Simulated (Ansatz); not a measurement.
`CC1[SiH2]B1Cl` → B• + 2 C• + Cl• + 6 H• + Si•  (atomization)

Computed with Ansatz on PBE0-D4/def2-TZVP structures; ΔE is electronic, products minus reactants. CCSD(T)/CBS adds triple-zeta CCSD(T) − MP2 to the extrapolated MP2 energy (def2 sets, frozen cores). This one scheme is used for every species, atoms too. Functionals use def2-TZVPP. B3LYP here is the variant with VWN-RPA as its local correlation; programs differ in this. No spin–orbit coupling; open shells (•) take unrestricted orbitals. Spin–orbit coupling would lower the free atoms: a little for B, C, Cl, Si.

**Question.** What is ΔE at CCSD(T)/CBS? (Best estimate.)

**Answer.** Computed: +40.93 eV.

**Question.** What do these levels give: ωB97X-V, B2PLYP, r2SCAN, B3LYP, HF/def2-TZVPP, CCSD(T)/def2-TZVPP? (Best estimate.)

**Answer.** The calculation gave: ωB97X-V 41.20, B2PLYP 40.59, r2SCAN 41.40, B3LYP 40.61, HF/def2-TZVPP 30.75, CCSD(T)/def2-TZVPP 39.96 eV.

Largest T1 diagnostic among the species: 0.014.

From PBE to PBE0 (25 % exact exchange), in def2-TZVPP and without D4, ΔE moves by −0.47 eV: exact exchange takes away binding that semilocal exchange gives to molecules. In def2-TZVPP, CCSD(T) changes the Hartree–Fock value by +9.21 eV (the triples alone add +0.64 eV) and MP2 by +9.89 eV; breaking electron pairs costs correlation energy, which Hartree–Fock lacks. The D4 term adds +0.42 eV with B3LYP and +0.22 eV with PBE0; it sums over pairs of atoms, weighted by their polarisabilities, and B3LYP, whose exchange is more repulsive, gets the larger term.

For atomizations the MP2-based limit and the directly extrapolated one differ by several kJ/mol either way, and by 10 to 25 for some Ge, Se and Sn compounds, so smaller differences from it don't rank the levels.
